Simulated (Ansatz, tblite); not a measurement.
Removing and adding an electron: Be5 (the lowest singlet isomer of a short search). Charge 0, multiplicity 1. Geometry: PBE/def2-TZVP. Ansatz, gas phase; energy differences of separate SCF runs; the oxidised species was run as a doublet alone; the reduced species was run as a doublet alone.

```tsv
atom	x (Å)	y (Å)	z (Å)
Be1	0.304	0.670	-0.897
Be2	0.160	-1.149	-0.052
Be3	1.568	0.188	0.671
Be4	-1.568	-0.188	-0.672
Be5	-0.464	0.479	0.950
```

The xTB rows come from tblite. The structure comes from a short search, and lower isomers may exist.

```
          level  −HOMO (eV)  vertical IE (eV)  −LUMO (eV)  vertical EA (eV)  HOMO–LUMO gap (eV)  IE − EA (eV)                       remarks
       GFN1-xTB        7.09              9.97        6.55              3.79                0.54          6.18                             –
 PBE/def2-TZVPD        4.53                 –        3.66              1.40                0.87             –  HOMO above zero (-1 doublet)
PBE0/def2-TZVPD        5.10                 –        2.98              1.47                2.12             –                             –
```

Task: Estimate the rows for GFN2-xTB, PBE/def2-TZVP, r2SCAN/def2-TZVPD.

Result: 
| level | −HOMO (eV) | vertical IE (eV) | −LUMO (eV) | vertical EA (eV) | HOMO–LUMO gap (eV) | IE − EA (eV) | remarks |
| --- | --- | --- | --- | --- | --- | --- | --- |
| GFN2-xTB | -1.13 | 3.00 | -2.41 | -7.46 | 1.29 | 10.46 | – |
| PBE/def2-TZVP | 4.53 | 6.65 | 3.65 | – | 0.88 | – | – |
| r2SCAN/def2-TZVPD | 4.58 | – | 3.58 | 1.51 | 1.00 | – | HOMO above zero (-1 doublet), spin-contaminated (⟨S²⟩ 1.04) (-1 doublet) |

Relaxing the oxidised species (PBE/def2-TZVP) changes its energy by -0.03 eV at PBE/def2-TZVP, so the adiabatic ionisation energy to this nearest minimum is 6.62 eV.  Run but left out: HF/def2-TZVPP, r2SCAN/def2-TZVP, PBE0/def2-TZVP, HF/def2-TZVPD (singlet: restricted singlet, unstable towards broken spin symmetry); MP2/def2-TZVPP, CCSD/def2-TZVPP, CCSD(T)/def2-TZVPP (charge +1 doublet: ⟨S²⟩ 1.60, where a pure state has 0.75); MP2/def2-TZVPD, CCSD/def2-TZVPD, CCSD(T)/def2-TZVPD (charge -1 doublet: ⟨S²⟩ 1.95, where a pure state has 0.75).   A HOMO above zero means that the electron is unbound at that level or that self-interaction error raises the level; the energy of removing that electron tells which. Raw xTB energy differences between charge states are shifted by several eV; the methods need an empirical correction for them. A negative affinity means that the extra electron isn't bound; its size then hangs on the basis.
